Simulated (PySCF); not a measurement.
PySCF job for CH₁₂OSi₄, SMILES O[Si@H](C[SiH3])[SiH2][SiH3], PBE0-D3(BJ)/def2-SVP. Geometry optimised at PBE0-D3(BJ)/def2-SVP. The structure was generated by enumeration; whether it is a known compound was not checked. The values are those of a single conformer.

```python
import numpy as np
from pyscf import gto, scf, dft, df
from pyscf.hessian import thermo

mol = gto.M(
    atom='''
    O    -1.11620462   -1.30884884   -1.96340692
    Si   -0.05240339   -1.21805327   -0.67343866
    C    -0.96797005   -1.07511985    0.96416899
    Si   -2.25336888    0.30103717    1.01415831
    Si    1.24901664    0.70332371   -1.01249417
    Si    2.14869300    1.33428708    1.06058298
    H    -1.66830731   -2.09504284   -2.01555751
    H     0.83074535   -2.43139253   -0.62710739
    H    -0.22220688   -0.89455616    1.75957514
    H    -1.45726394   -2.03454802    1.20825606
    H    -2.75619167    0.51091417    2.40694928
    H    -1.65126338    1.58219352    0.53104999
    H    -3.41498197   -0.03778501    0.13821950
    H     2.36196246    0.43203813   -1.97657167
    H     0.41262043    1.82240680   -1.54785119
    H     3.06995638    2.50604420    0.94708581
    H     1.03945978    1.68690682    2.00243064
    H     2.90580514    0.18600519    1.65244453
    ''',
    basis='def2-SVP',
    charge=0,
    spin=0,
    max_memory=1600,
    verbose=3,
)
mf = dft.RKS(mol, xc='pbe0').density_fit(auxbasis='def2-universal-jkfit')
mf.disp = 'd3bj'
mf.grids.level = 3
mf.conv_tol = 1e-11
mf.max_cycle = 100
mf.kernel()

# [left out here: the lines that compute and print the analytic Hessian (its translational invariance restored by hand, since the grid's response is missing), thermochemistry and intensities]
```

Log of the run:

```
converged SCF energy = -1277.49589633096

WARN: DFTD3 does not support analytical Hessian, using finite difference


WARN: Mole.unit (angstrom) is changed to Bohr

Mode                                 0                   1                   2
Irrep
Freq [cm^-1]                       32.3991             47.9039             70.7146
Reduced mass [au]                   3.1999              3.6623              2.4872
Force const [Dyne/A]                0.0020              0.0050              0.0073
Char temp [K]                      46.6151             68.9230            101.7425
Normal mode                   x     y     z       x     y     z       x     y     z
       0   O                 0.06 -0.07 -0.01    0.04 -0.08 -0.05    0.01  0.06 -0.04
       1  Si                 0.01  0.02  0.03    0.00 -0.02 -0.02   -0.03 -0.03 -0.00
       2   C                -0.05  0.01 -0.00   -0.03 -0.03 -0.03   -0.07 -0.06 -0.02
       3  Si                -0.06 -0.00 -0.02    0.08  0.07  0.04   -0.00 -0.01  0.02
       4  Si                -0.05  0.05  0.02   -0.05  0.02  0.00    0.02 -0.05  0.04
       5  Si                 0.09 -0.03 -0.02   -0.05 -0.01  0.02    0.04  0.08 -0.02
       6   H                 0.10 -0.10 -0.01    0.10 -0.12 -0.07   -0.01  0.08 -0.10
       7   H                 0.06  0.05  0.09    0.04  0.01  0.02   -0.08 -0.07 -0.02
       8   H                -0.07  0.01  0.02   -0.02 -0.12 -0.02   -0.08 -0.13  0.00
       9   H                -0.05  0.00 -0.02   -0.10 -0.00 -0.09   -0.12 -0.05 -0.08
      10   H                -0.18 -0.11 -0.04    0.06  0.00  0.04   -0.06 -0.08  0.01
      11   H                -0.02  0.04  0.13    0.19  0.06  0.15    0.08 -0.00  0.14
      12   H                 0.02  0.06 -0.14    0.08  0.23 -0.02    0.02  0.11 -0.06
      13   H                -0.12  0.10 -0.07   -0.04  0.06  0.00    0.02 -0.08  0.04
      14   H                -0.10  0.06  0.12   -0.07  0.01  0.02    0.02 -0.08 -0.01
[...]
      16   H                -0.02 -0.03 -0.01    0.00  0.01 -0.00    0.00 -0.00 -0.00
      17   H                -0.01 -0.01 -0.01    0.00 -0.00 -0.00   -0.00 -0.00  0.00
Mode                                36                  37                  38
Irrep
Freq [cm^-1]                     2183.4105           2209.1550           2212.4280
Reduced mass [au]                   1.0406              1.0274              1.0276
Force const [Dyne/A]                2.9227              2.9542              2.9635
Char temp [K]                    3141.4416           3178.4822           3183.1913
Normal mode                   x     y     z       x     y     z       x     y     z
       0   O                -0.00  0.00 -0.00    0.00 -0.00  0.00   -0.00 -0.00 -0.00
       1  Si                -0.02  0.03 -0.00    0.00 -0.00 -0.00   -0.00  0.00 -0.00
       2   C                -0.00  0.00  0.00    0.00  0.00  0.00   -0.00 -0.00  0.00
       3  Si                -0.00  0.00  0.00    0.00 -0.00  0.00    0.00  0.00  0.00
       4  Si                 0.00 -0.00 -0.00    0.01  0.01 -0.02   -0.01 -0.00  0.01
       5  Si                 0.00 -0.00  0.00   -0.01  0.00 -0.01    0.01  0.00 -0.02
       6   H                -0.00 -0.00  0.00    0.00 -0.00 -0.00   -0.00 -0.00 -0.00
       7   H                 0.57 -0.78  0.03   -0.03  0.04 -0.00    0.05 -0.07  0.00
       8   H                -0.00  0.00  0.00   -0.00 -0.00  0.00    0.00 -0.00  0.00
       9   H                 0.00  0.00 -0.00    0.00 -0.00 -0.00   -0.00  0.00  0.00
      10   H                 0.01 -0.00 -0.03   -0.00 -0.00  0.01    0.02 -0.01 -0.05
      11   H                -0.01 -0.01  0.01    0.02  0.03 -0.01   -0.03 -0.05  0.02
      12   H                 0.01  0.00  0.01   -0.02 -0.01 -0.01    0.00  0.00  0.00
      13   H                -0.09  0.02  0.08   -0.51  0.13  0.43    0.35 -0.09 -0.31
      14   H                -0.01  0.01 -0.01    0.23 -0.30  0.13   -0.13  0.16 -0.07
      15   H                -0.01 -0.01  0.00    0.17  0.22 -0.03    0.10  0.12 -0.02
      16   H                 0.01 -0.00 -0.01   -0.22  0.07  0.17   -0.50  0.16  0.41
      17   H                -0.02  0.04 -0.02    0.21 -0.33  0.16    0.24 -0.36  0.17
Mode                                39                  40                  41
Irrep
Freq [cm^-1]                     2216.0690           2222.7965           2226.2074
Reduced mass [au]                   1.0480              1.0473              1.0340
Force const [Dyne/A]                3.0323              3.0487              3.0193
Char temp [K]                    3188.4299           3198.1092           3203.0168
Normal mode                   x     y     z       x     y     z       x     y     z
       0   O                 0.00 -0.00  0.00    0.00  0.00 -0.00    0.00  0.00 -0.00
       1  Si                -0.00  0.00 -0.00   -0.00  0.00  0.00   -0.00  0.00  0.00
       2   C                 0.00  0.00  0.00    0.00 -0.00 -0.00    0.00 -0.00 -0.00
       3  Si                -0.00 -0.00  0.00   -0.01 -0.02  0.01    0.01 -0.01 -0.03
       4  Si                -0.01  0.02 -0.00   -0.02  0.02  0.00    0.00 -0.00  0.00
       5  Si                 0.02 -0.02 -0.00   -0.01  0.01  0.00    0.01  0.00 -0.00
       6   H                 0.00 -0.00  0.00   -0.00  0.00  0.00   -0.00 -0.00  0.00
       7   H                 0.00 -0.00 -0.00    0.05 -0.06 -0.00    0.02 -0.02 -0.00
       8   H                 0.00 -0.00 -0.00   -0.00  0.00  0.00   -0.00 -0.00 -0.00
       9   H                 0.00 -0.00  0.00    0.00 -0.00  0.00    0.00  0.00 -0.00
      10   H                 0.01 -0.00 -0.02   -0.00 -0.01  0.00   -0.31  0.13  0.88
      11   H                 0.01  0.03 -0.01    0.23  0.49 -0.18    0.08  0.17 -0.07
      12   H                -0.02 -0.01 -0.01   -0.01 -0.01 -0.00   -0.08 -0.03 -0.07
      13   H                 0.11 -0.02 -0.10    0.30 -0.07 -0.26   -0.03  0.01  0.02
      14   H                 0.31 -0.41  0.20    0.28 -0.37  0.18   -0.06  0.08 -0.04
      15   H                 0.03  0.02 -0.00    0.01  0.02 -0.00   -0.04 -0.06  0.01
      16   H                -0.36  0.11  0.31    0.23 -0.07 -0.20   -0.09  0.03  0.07
      17   H                -0.31  0.47 -0.25    0.16 -0.25  0.13   -0.01  0.02 -0.01
Mode                                42                  43                  44
Irrep
Freq [cm^-1]                     2230.2644           2231.0201           2238.2399
Reduced mass [au]                   1.0463              1.0476              1.0444
Force const [Dyne/A]                3.0664              3.0722              3.0826
Char temp [K]                    3208.8539           3209.9412           3220.3289
Normal mode                   x     y     z       x     y     z       x     y     z
       0   O                 0.00 -0.00  0.00    0.00  0.00  0.00    0.00 -0.00  0.00
       1  Si                -0.00  0.00 -0.00   -0.00 -0.00 -0.00    0.00 -0.00 -0.00
       2   C                 0.00 -0.00 -0.00    0.00  0.00  0.00   -0.00 -0.00 -0.00
       3  Si                 0.01  0.02 -0.02    0.00  0.00  0.00   -0.03 -0.01 -0.02
       4  Si                -0.01  0.01  0.00   -0.00  0.00 -0.00    0.00 -0.00 -0.00
       5  Si                -0.01  0.01  0.00    0.02  0.03 -0.01    0.00  0.00 -0.00
       6   H                -0.00 -0.00 -0.00    0.00  0.00 -0.00   -0.00  0.00  0.00
       7   H                 0.02 -0.03  0.00   -0.00  0.01  0.00   -0.01  0.01  0.00
       8   H                -0.00  0.00  0.00   -0.00 -0.00  0.00   -0.01  0.00 -0.00
       9   H                -0.00  0.00 -0.00    0.00  0.00  0.00   -0.00 -0.00  0.00
      10   H                -0.08  0.04  0.24    0.03 -0.01 -0.07   -0.03  0.00  0.05
      11   H                -0.31 -0.65  0.24   -0.02 -0.03  0.02    0.05  0.12 -0.05
      12   H                 0.12  0.04  0.08   -0.06 -0.02 -0.04    0.74  0.22  0.56
      13   H                 0.17 -0.04 -0.15   -0.06  0.02  0.06   -0.04  0.01  0.03
      14   H                 0.23 -0.30  0.14    0.08 -0.11  0.05   -0.02  0.02 -0.01
      15   H                 0.02  0.03 -0.00   -0.57 -0.72  0.07   -0.05 -0.06  0.01
      16   H                 0.16 -0.05 -0.14   -0.12  0.05  0.11   -0.05  0.02  0.05
      17   H                 0.09 -0.14  0.07    0.11 -0.14  0.08   -0.01  0.01 -0.01
Mode                                45                  46                  47
Irrep
Freq [cm^-1]                     3058.0848           3123.1923           3918.0544
Reduced mass [au]                   1.0611              1.1017              1.0669
Force const [Dyne/A]                5.8465              6.3315              9.6494
Char temp [K]                    4399.9032           4493.5784           5637.2079
Normal mode                   x     y     z       x     y     z       x     y     z
       0   O                -0.00  0.00  0.00    0.00  0.00  0.00   -0.04 -0.05 -0.01
       1  Si                 0.00 -0.00 -0.00   -0.00 -0.00 -0.00    0.00 -0.00  0.00
       2   C                 0.02 -0.04  0.05   -0.06 -0.06 -0.03    0.00  0.00  0.00
       3  Si                -0.00  0.00  0.00   -0.00 -0.00 -0.00    0.00 -0.00 -0.00
       4  Si                -0.00  0.00  0.00    0.00  0.00 -0.00   -0.00  0.00 -0.00
       5  Si                -0.00  0.00 -0.00    0.00  0.00  0.00   -0.00 -0.00  0.00
       6   H                 0.00  0.00  0.00    0.00  0.00  0.00    0.56  0.78  0.07
       7   H                -0.00  0.00  0.00    0.00  0.00 -0.00    0.00 -0.00  0.00
       8   H                -0.48 -0.13 -0.51    0.43  0.10  0.47   -0.00 -0.00  0.00
       9   H                 0.30  0.57 -0.13    0.31  0.61 -0.16   -0.00 -0.00 -0.00
      10   H                 0.00 -0.00 -0.00    0.00  0.00  0.00   -0.00  0.00  0.00
      11   H                 0.00  0.00 -0.00    0.00  0.00 -0.00   -0.00  0.00  0.00
      12   H                -0.00 -0.00 -0.00    0.00  0.00  0.00   -0.00  0.00  0.00
      13   H                -0.00 -0.00 -0.00    0.00  0.00  0.00    0.00  0.00 -0.00
      14   H                 0.00  0.00 -0.00   -0.00 -0.00  0.00    0.00  0.00  0.00
      15   H                 0.00  0.00  0.00   -0.00 -0.00 -0.00    0.00  0.00  0.00
      16   H                 0.00  0.00 -0.00   -0.00 -0.00  0.00    0.00  0.00 -0.00
      17   H                 0.00 -0.00  0.00   -0.00  0.00 -0.00    0.00  0.00  0.00
temperature 298.1500 [K]
pressure 101325.00 [Pa]
Rotational constants [GHz] 1.59683 0.94948 0.70187
Symmetry number 1
Zero-point energy (ZPE) 0.11718 [Eh]   307650.895 [J/mol]
                           tot       elec      trans        rot        vib
Entropy [J/mol/K]       469.546      0.000    171.439    125.904    172.204
Cv [J/mol/K]            187.943      0.000     12.472     12.472    162.999
Cp [J/mol/K]            196.257      0.000     20.786     12.472    162.999
Internal energy [J/mol]                      3718.434   3718.434 333474.900
Internal energy [Eh]   -1277.36605  -1277.49590
Enthalpy [J/mol]                             6197.391   3718.434 333474.900
Enthalpy [Eh]          -1277.36511
Gibbs free energy [J/mol]                  -44917.041 -33819.759 282132.355
Gibbs free energy [Eh] -1277.41843
mode   freq/cm-1   IR/(km/mol)
   1       32.40         0.014
   2       47.90         0.380
   3       70.71         0.893
   4       98.41         0.150
   5      118.81         0.639
   6      130.35         2.772
   7      176.52        10.970
   8      195.11        56.106
   9      205.20        29.214
  10      293.59        43.791
  11      352.22         3.553
  12      394.34         0.541
  13      451.71         0.332
  14      486.05         2.826
  15      499.94        34.674
  16      515.12        16.679
  17      560.23        10.814
  18      642.43        69.991
  19      671.28       144.164
  20      688.59        39.637
  21      720.02         5.120
  22      757.65        57.849
  23      763.34       116.491
  24      826.40        93.241
  25      833.86       152.220
  26      870.14       256.338
  27      899.44        84.512
  28      916.53        81.637
  29      934.16       117.998
  30      934.67        24.794
  31      940.85        91.382
  32      944.40        76.051
  33      948.63        36.805
  34     1003.96         6.215
  35     1070.43        56.166
  36     1370.93        16.357
  37     2183.41       140.430
  38     2209.15        93.851
  39     2212.43         9.243
  40     2216.07        11.165
  41     2222.80       122.818
  42     2226.21       133.306
  43     2230.26       109.070
  44     2231.02       116.809
  45     2238.24        84.983
  46     3058.08         0.387
  47     3123.19         0.802
  48     3918.05        96.735
max |gradient| / (hartree/bohr): 4.5489052795106514e-05
APT charges: [-0.8706  1.282  -0.6842  1.0212  0.4081  0.6656  0.2981 -0.3209  0.038
  0.0188 -0.2583 -0.2402 -0.2432 -0.218  -0.2131 -0.2302 -0.2275 -0.2257]
```

The run converged.

Cost: about 16 core-minutes (a rough figure).
